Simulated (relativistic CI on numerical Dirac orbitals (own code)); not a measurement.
**Ga28+: computed level list**

Calculated at this level of theory: Dirac-Coulomb-Breit CI, separate exchange-only KLI orbitals for each configuration, model QED (radiative potential, 1s self-energy scaled to tabulated hydrogen-like ionisation energies), unscaled Slater integrals (own radial code, finite nucleus).

Configuration list (outside the closed core 1s2): 2s, 2p, 3s, 3p, 3d, 4s, 4p, 4d, 4f, 5s, 5p, 5d, 5f, 5g, 6s, 6p, 6d. Levels of other configurations are missing.

The lowest level is 2s 2S_1/2, with 100 % of that term; Hund's rules for 2s give 2S with J = 1/2, in agreement.

```
No.  Configuration  Term    J   E (eV)    %  Next component (%)  Landé g  Lifetime (s)
  1             2s    2S  1/2     0.00  100                        1.994              
  2             2p   2P°  1/2    59.79  100                        0.658      4.37e-10
  3             2p   2P°  3/2    93.90  100                        1.328      1.10e-10
  4             3s    2S  1/2  1674.96  100                        1.999      1.71e-13
  5             3p   2P°  1/2  1691.56  100                        0.662      6.18e-14
  6             3p   2P°  3/2  1701.66  100                        1.331      6.49e-14
  7             3d    2D  3/2  1707.79  100                        0.797      2.12e-14
  8             3d    2D  5/2  1710.98  100                        1.198      2.16e-14
  9             4s    2S  1/2  2252.75  100                        2.000      2.50e-13
 10             4p   2P°  1/2  2259.59  100                        0.664      1.05e-13
 11             4p   2P°  3/2  2263.84  100                        1.333      1.09e-13
 12             4d    2D  3/2  2266.38  100                        0.798      4.92e-14
 13             4d    2D  5/2  2267.73  100                        1.199      5.01e-14
 14             4f   2F°  5/2  2267.86  100                        0.855      1.02e-13
 15             4f   2F°  7/2  2268.54  100                        1.142      1.02e-13
 16             5s    2S  1/2  2518.05  100                        2.001      3.92e-13
 17             5p   2P°  1/2  2521.50  100                        0.665      1.77e-13
 18             5p   2P°  3/2  2523.67  100                        1.333      1.84e-13
 19             5d    2D  3/2  2524.97  100                        0.799      9.42e-14
 20             5d    2D  5/2  2525.66  100                        1.200      9.62e-14
 21             5f   2F°  5/2  2525.73  100                        0.856      1.96e-13
 22             5f   2F°  7/2  2526.08  100                        1.142      1.97e-13
 23             5g    2G  7/2  2526.08  100                        0.888      3.31e-13
 24             5g    2G  9/2  2526.29  100                        1.110      3.31e-13
 25             6s    2S  1/2  2661.41  100                        2.001      5.91e-13
 26             6p   2P°  1/2  2663.40  100                        0.665      2.82e-13
 27             6p   2P°  3/2  2664.65  100                        1.333      2.93e-13
 28             6d    2D  3/2  2665.40  100                        0.799      1.60e-13
 29             6d    2D  5/2  2665.80  100                        1.200      1.64e-13
```

Energies count from the lowest computed level; ° marks odd parity; lifetimes are radiative, by E1, M1, E2, M2 decay to levels of this space only.

The mean weight of the leading LS term, summed over parents, in these 29 levels is 100 %, and that of the leading jj configuration (from the same eigenvectors) 100 %.

At this charge energies of transitions that change n are usually good to better than 1 %, and those within a shell (Δn = 0) to a few per cent.
